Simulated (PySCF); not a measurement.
**MP2, SCS-MP2 and SOS-MP2 from spin components**

System: acetylene (C₂H₂), singlet, geometry from GFN2-xTB. Level: MP2/cc-pVDZ (PySCF). Sums are taken with unrounded values, so a last digit can differ.

PySCF was given this input:
```python
from pyscf import gto, scf, mp

mol = gto.Mole()
mol.atom = '''
    C    -0.000000   -0.000000   -0.596862
    C     0.000000    0.000000    0.596862
    H     0.000000    0.000000    1.646575
    H    -0.000000   -0.000000   -1.646575
'''
mol.basis = 'cc-pvdz'
mol.charge = 0
mol.spin = 0
mol.verbose = 3
mol.build()

mf = scf.RHF(mol)
mf.kernel()

pt = mp.MP2(mf)
pt.kernel()
print('E(MP2) = %.10f' % pt.e_tot)
mf.analyze()
```

It gave an SCF energy of -76.825704 Eh, a same-spin correlation energy of -0.062589 Eh and an opposite-spin one of -0.195755 Eh.

Task: Work out the MP2, SCS-MP2 (6/5 and 1/3) and SOS-MP2 (1.3 and 0) correlation and total energies.

Result: MP2: -0.195755 + (-0.062589) = -0.258344 Eh, total -77.084047 Eh, as the program printed. SCS-MP2: 1.2 × (-0.195755) + (-0.062589)/3 = -0.255769 Eh, total -77.081472 Eh. SOS-MP2: 1.3 × (-0.195755) = -0.254481 Eh, total -77.080185 Eh. Opposite spins carry 76 % of the MP2 correlation; same-spin pairs are already kept apart by exchange.
